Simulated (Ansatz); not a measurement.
`[CH3][GeH2][Se]C` + H₂Se → `[CH3][GeH2][SeH]` + `C[SeH]` at 298.15 K and 1 bar (ligand exchange at a Ge–Se bond).

Isolated molecules relaxed with PBE0-D4/def2-TZVP in Ansatz; ΔE leaves out vibrations. CCSD(T)/CBS adds triple-zeta CCSD(T) − MP2 to the extrapolated MP2 energy (def2 sets, frozen cores). For Ge, Se outer-core shells are correlated without core-valence functions, which leaves a few kJ/mol of doubt a bond. Scalar relativity is left out up to krypton. One conformer a species, not always the lowest.

| species | CCSD(T)/CBS energy (Eh) | H − E (kJ/mol) | S (J/(mol·K)) |
| --- | --- | --- | --- |
| `[CH3][GeH2][Se]C` | -4557.76484 | 260.8 | 379.3 |
| H₂Se | -2401.89790 | 45.8 | 219.1 |
| `[CH3][GeH2][SeH]` | -4518.50643 | 177.8 | 340.2 |
| `C[SeH]` | -2441.15625 | 129.5 | 267.5 |

H − E and S are ideal-gas, rigid-rotor, harmonic terms from PBE0-D4/def2-TZVP, for one conformer and one mirror image of each species. 1 Eh = 2625.50 kJ/mol, R = 8.31446 J/(mol·K).

**Question.** By hand: ΔE, ΔH, ΔS and ΔG.

**Answer.** ΔE = (-4518.50643) + (-2441.15625) − (-4557.76484) − (-2401.89790) = 0.00006 Eh = 0.2 kJ/mol. Δ(H − E) = 177.8 + 129.5 − 260.8 − 45.8 = 0.7, so ΔH = 0.9 kJ/mol. ΔS = 340.2 + 267.5 − 379.3 − 219.1 = 9.3 J/(mol·K). ΔG = 0.9 − 298.15 × (9.3)/1000 = -1.9 kJ/mol.

**Question.** By hand: the equilibrium constant, and the temperature at which ΔG would vanish if ΔH and ΔS stayed fixed.

**Answer.** log₁₀ K = −ΔG/(RT ln 10) = 0.3. ΔG = 0 at ΔH/ΔS = 97 K, though so small a ΔH makes that figure unsure.

TΔS isn't small against ΔH here. The sign of ΔG lies within the doubt. A doubt of 5 kJ/mol in ΔE shifts log₁₀ K by 0.9 here. Other conformers and mirror images would add mixing entropy, several J/(mol·K) or more a flexible species. Modes under 60 cm⁻¹, often nearly free rotors, make the harmonic entropy too high. These are equilibria of isolated gas molecules and say nothing of rates. Largest T1 diagnostic: 0.010 (customary marks: 0.02 for closed shells, 0.045 for open ones).
